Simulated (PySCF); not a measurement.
Electron correlation in As⁺ (arsenic, charge +1)

[Ar] 3d10 4s2 4p2, high-spin 3P determinant. All numbers are calculated (PySCF 2.14, the spin-free X2C one-electron Hamiltonian (Gaussian nucleus), in x2c-SVPall (5s4p3d, 32 functions)). Frozen: [Ar] 3d10; 4 electrons correlated.

MP2 pair energies summed by pair of shells (mhartree):

```
 pair  energy  share (%)
4s-4p  -26.14       59.7
4s-4s  -13.25       30.3
4p-4p   -4.41       10.1
```

Total MP2 correlation energy: -43.81 mhartree.

Same-spin part -7.22 and opposite-spin part -36.59 mhartree; SCS-MP2 scales them by 1/3 and 6/5 to -46.31 mhartree.

```tsv
level	correlation energy (mhartree)
CCSD	-60.18
(T)	-0.74
CCSD(T)	-60.92
```

Diagnostics: T1 = 0.0066, D1 = 0.0184, largest double amplitude 0.095.

Cost of the coupled-cluster step: 0.18 s of wall time on 1 thread of Neoverse-N1 (shared host), for 4 correlated electrons.
